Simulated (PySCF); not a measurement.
Ligands exchanged one at a time, Ga F-CH3. All species are isolated molecules in the gas phase. Strings in code marks are SMILES.

Calculation: B3LYP-D3(BJ)/def2-TZVP (PySCF 2.14.0). B3LYP has the VWN-RPA correlation part, as in Gaussian. Delta-SCF ions had no search for a lower state. Excitations are Tamm–Dancoff values on a coarser integration grid. The basis has no diffuse functions, so Rydberg states are missing or too high.

| species | vertical ionisation energy (Delta-SCF) (eV) | S1 oscillator strength | S1 excitation (TDA) (eV) | T1 excitation (TDA) (eV) |
|---|---|---|---|---|
| 0 of 3 F replaced by CH3 (`[Ga]([F])([F])[F]`) | 14.28 | ___ | ___ | ___ |
| 1 of 3 F replaced by CH3 (`[Ga]([F])([F])[CH3]`) | 11.92 | ___ | 7.18 | 6.28 |
| 2 of 3 F replaced by CH3 | 10.07 | 0.000 | 5.63 | 5.33 |
| 3 of 3 F replaced by CH3 (`[CH3][Ga]([CH3])[CH3]`) | 9.36 | 0.000 | 5.18 | 4.89 |

Complete the blanks.


- 0 of 3 F replaced by CH3 (`[Ga]([F])([F])[F]`), S1 oscillator strength: 0.000
- 0 of 3 F replaced by CH3 (`[Ga]([F])([F])[F]`), S1 excitation (TDA) (eV): 7.11
- 0 of 3 F replaced by CH3 (`[Ga]([F])([F])[F]`), T1 excitation (TDA) (eV): 6.74
- 1 of 3 F replaced by CH3 (`[Ga]([F])([F])[CH3]`), S1 oscillator strength: 0.030
